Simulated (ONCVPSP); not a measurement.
# What one change does to a pseudopotential (osmium, ONCV)

```json
{
  "Element": "Os",
  "Generator": "ONCVPSP 4.0.1",
  "Type": "optimised norm-conserving Vanderbilt (ONCV)",
  "Functional": "LDA (Perdew-Wang 92)",
  "Relativity": "fully relativistic",
  "Frozen core": "[Kr] 4d10",
  "Valence charge": "30",
  "Reference configuration": "4f14 5s2 5p6 5d6 6s0.5 (charge +1.5)",
  "Partial waves": "5s+6s: rc 1.60 bohr, ncon 4, nbas 8, qcut 9.5 1/bohr, 2 projectors; 5p: rc 1.20 bohr, ncon 3, nbas 7, qcut 8.2 1/bohr, 1 projector; 5d: rc 2.10 bohr, ncon 4, nbas 8, qcut 7.6 1/bohr, 2 projectors, debl 2.6 Ha; 4f: rc 1.00 bohr, ncon 4, nbas 9, qcut 14.5 1/bohr, 1 projector",
  "Local potential": "polynomial inside 0.90 bohr (lpopt 5, dvloc0 0 Ha)",
  "Core correction": "Teter function, fcfact 2.75, rcfact 1.7"
}
```

Open shells are filled in proportion to 2j + 1.

All-electron outer shells of the reference configuration (LDA (PZ), scalar-relativistic, ld1.x):

```
shell  level (eV)  outermost node (bohr)  outermost maximum (bohr)
   4d     -285.30                   0.21                      0.44
   5s     -104.41                   0.51                      0.91
   4f      -64.87                      –                      0.40
   5p      -63.65                   0.55                      1.03
   5d      -18.72                   0.60                      1.36
   6s      -17.27                   1.20                      2.36
```

Change: s: qcut 7.3; p: qcut 6.3; d: qcut 5.8; f: qcut 11.1.

Cutoffs: the cutoffs (Ha) at which the residual kinetic energy of the hardest occupied pseudo-wave falls to 1 and 0.1 mHa per electron; they do not see the model core or the augmentation charge, which bear on the density cutoff. Errors are all-electron minus pseudo energies relative to the spin-unpolarised reference configuration.

What does the change do?

The potential gets harder (213 Ha and 358 Ha → 422 Ha and 620 Ha); the bound ghosts move from s to d, p, s; the lowest positive-energy flag moves from p3/2 at 14.3 eV to p1/2 at 28.0 eV; of the 4 tests that both files solve, the error grows in 1 and shrinks in 0 by more than 15 % and 0.3 meV (median size 1.2 → 1.1 meV).

```csv
quantity,base,changed
"cutoff, loose",213 Ha,422 Ha
"cutoff, tight",358 Ha,620 Ha
loose cutoff by channel,"s 28 Ha, p 31 Ha, d 18 Ha, f 213 Ha","s 21 Ha, p 98 Ha, d 14 Ha, f 422 Ha"
bound ghosts,s,"s, d5/2, p3/2"
GHOST(+) flags under 300 eV,"p3/2 at 14.3 eV, p1/2 at 35.6 eV","p1/2 at 28.0 eV, d3/2 at 58.2 eV"
"error for 4f14 5s2 5p6 5d6 6s2, meV [ΔE -17.54 eV]",-2.0,-1.9
"error for 4f14 5s2 5p6 5d6 6s1, meV [ΔE -7.68 eV]",-0.4,-0.3
"error for 4f14 5s2 5p6 5d6 6s0, meV [ΔE 9.60 eV]",-0.2,-0.3
"error for 4f14 5s1 5p6 5d6 6s2, meV [ΔE 80.86 eV]",-39,-118
s: phases at 1.63 bohr within 0.05 rad from the reference energy up to (Ha; the scan ends near 5),to the end of the scan,to the end of the scan
p3/2: phases at 1.22 bohr within 0.05 rad from the reference energy up to (Ha; the scan ends near 5),-0.4,-0.7
p1/2: phases at 1.22 bohr within 0.05 rad from the reference energy up to (Ha; the scan ends near 5),0.1,-0.3
d5/2: phases at 2.13 bohr within 0.05 rad from the reference energy up to (Ha; the scan ends near 5),to the end of the scan,to the end of the scan
d3/2: phases at 2.13 bohr within 0.05 rad from the reference energy up to (Ha; the scan ends near 5),to the end of the scan,to the end of the scan
f7/2: phases at 1.01 bohr within 0.05 rad from the reference energy up to (Ha; the scan ends near 5),0.2,-0.3
f5/2: phases at 1.01 bohr within 0.05 rad from the reference energy up to (Ha; the scan ends near 5),0.1,-0.4
"rms error of d²Exc/dni dnj with the model core, mHa",3.23,3.29
```

 A true bound ghost makes a file unfit for plane-wave use even where its test errors are small: the radial tests pick states by their node count and pass the ghost by.
